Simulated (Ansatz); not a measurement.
Basis sets compared for BiH₃. The state is a singlet with charge 0. Geometry PBE-D4/def2-TZVP. Ansatz on 4 threads of Arm Neoverse V1 on a shared host; times are rough, and most runs start from earlier orbitals.

```tsv
atom	x (Å)	y (Å)	z (Å)
Bi1	0.1264	0.7641	0.1247
H2	-0.2449	0.0129	-1.4753
H3	-1.1870	-0.2163	0.8837
H4	1.3055	-0.5607	0.4669
```

In the def2 sets Bi takes a core potential; there is no spin–orbit coupling.

Binding counts from free atoms (Bi quartet, H doublet) in the same basis, without a counterpoise term.

```
           level  functions  energy (Eh)  HOMO (eV)  LUMO (eV)  binding per atom (eV)  wall time
 PBE-D4/def2-SVP         41    -216.4129      -6.64      -0.78                   1.94     0.25 s
PBE0-D4/def2-SVP         41    -216.3903      -7.67      -0.03                   1.88      0.3 s
```

Estimate the rows for PBE-D4/def2-TZVP, PBE0-D4/def2-TZVP.


| level | functions | energy (Eh) | HOMO (eV) | LUMO (eV) | binding per atom (eV) | wall time |
| --- | --- | --- | --- | --- | --- | --- |
| PBE-D4/def2-TZVP | 68 | -216.4251 | -6.74 | -0.94 | 1.97 | 0.3 s |
| PBE0-D4/def2-TZVP | 68 | -216.4008 | -7.74 | -0.19 | 1.91 | 0.4 s |
